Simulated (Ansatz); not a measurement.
`[CH3][In]([OH])[F]` and `[CH3][In]([F])[C]#N` differ in one atom or group.

Ansatz, PBE0-D4/def2-TZVP geometries, multiplicity 1. Each molecule was computed in one conformer, which needn't be the lowest.

Elements past krypton have def2 core potentials.

| property | `[CH3][In]([OH])[F]` |
| --- | --- |
| size of the dipole moment (B3LYP/def2-TZVPP) / D | 4.96 |
| HOMO–LUMO gap (ωB97M-V/def2-TZVPP) / eV | 11.16 |
| size of the dipole moment (PBE/def2-TZVPP) / D | 4.72 |
| HOMO–LUMO gap (PBE0/def2-TZVPP) / eV | 7.18 |
| LUMO energy (B3LYP/def2-TZVPP) / eV | -1.67 |
| size of the dipole moment (ωB97M-V/def2-TZVPP) / D | 4.92 |

(1) Give the same properties after the change, and the shifts. (Estimate.)

Results:

(1) Computed: 
```json
{"property": "size of the dipole moment (B3LYP/def2-TZVPP) / D", "`[CH3][In]([F])[C]#N`": "5.21", "shift": "0.25"}
{"property": "HOMO–LUMO gap (ωB97M-V/def2-TZVPP) / eV", "`[CH3][In]([F])[C]#N`": "10.95", "shift": "-0.21"}
{"property": "size of the dipole moment (PBE/def2-TZVPP) / D", "`[CH3][In]([F])[C]#N`": "5.04", "shift": "0.32"}
{"property": "HOMO–LUMO gap (PBE0/def2-TZVPP) / eV", "`[CH3][In]([F])[C]#N`": "7.09", "shift": "-0.09"}
{"property": "LUMO energy (B3LYP/def2-TZVPP) / eV", "`[CH3][In]([F])[C]#N`": "-2.46", "shift": "-0.79"}
{"property": "size of the dipole moment (ωB97M-V/def2-TZVPP) / D", "`[CH3][In]([F])[C]#N`": "5.15", "shift": "0.23"}
```

With PBE0 the HOMO falls by 0.76 eV and the LUMO falls by 0.84 eV, so the gap narrows by about 0.08 eV. PBE moves the HOMO by -0.80 eV and ωB97M-V by -0.75 eV. Dipoles are sizes alone; their direction can turn.

B3LYP here is the variant with VWN-RPA as its local correlation; programs differ in this.
